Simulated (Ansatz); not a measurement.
Gas-phase electronic energies from Ansatz, PBE0-D4/def2-TZVP geometries. CCSD(T)/CBS adds triple-zeta CCSD(T) − MP2 to the extrapolated MP2 energy (def2 sets, frozen cores). DFT in def2-TZVPP. B3LYP here is the variant with VWN-RPA as its local correlation; programs differ in this. HSE06 is defined as in plane-wave codes. For Se outer-core shells are correlated without core-valence functions, which leaves a few kJ/mol of doubt a bond. Scalar relativity is left out up to krypton. One conformer a species, not always the lowest.

Reaction (ligand exchange at the Si–C bond): `CC([SiH3])=[Se]` + `CC(N)O` → `CC(N)O[SiH3]` + `CC=[Se]`

```json
{"level": "r2SCANh-D4", "ΔE (kJ/mol)": "-91.2", "difference from CCSD(T)/CBS": "-2.7"}
{"level": "HSE06-D4", "ΔE (kJ/mol)": "-83.2", "difference from CCSD(T)/CBS": "5.3"}
{"level": "PBE-QIDH", "ΔE (kJ/mol)": "-88.4", "difference from CCSD(T)/CBS": "0.1"}
{"level": "B3LYP", "ΔE (kJ/mol)": "-95.0", "difference from CCSD(T)/CBS": "-6.5"}
{"level": "r2SCAN0", "ΔE (kJ/mol)": "-92.1", "difference from CCSD(T)/CBS": "-3.6"}
{"level": "BHLYP", "ΔE (kJ/mol)": "-101.6", "difference from CCSD(T)/CBS": "-13.1"}
{"level": "CCSD(T)/def2-SVP", "ΔE (kJ/mol)": "-86.3", "difference from CCSD(T)/CBS": "2.2"}
{"level": "MP2/def2-TZVPP", "ΔE (kJ/mol)": "-89.4", "difference from CCSD(T)/CBS": "-0.9"}
{"level": "CCSD/def2-TZVPP", "ΔE (kJ/mol)": "-93.6", "difference from CCSD(T)/CBS": "-5.1"}
{"level": "MP2/CBS(def2)", "ΔE (kJ/mol)": "-87.3", "difference from CCSD(T)/CBS": "1.2"}
{"level": "CCSD(T)/CBS", "ΔE (kJ/mol)": "-88.5", "difference from CCSD(T)/CBS": "0"}
```

Largest T1 diagnostic among the species: 0.016.

From PBE to PBE0 (25 % exact exchange), in def2-TZVPP and without D4, ΔE moves by −4.4 kJ/mol. In def2-TZVPP, CCSD(T) changes the Hartree–Fock value by +20.1 kJ/mol (the triples alone add +3.0 kJ/mol) and MP2 by +21.3 kJ/mol.

CCSD(T)/CBS has its own doubt, a few kJ/mol and more with outer-core shells, so smaller differences from it don't rank the levels.
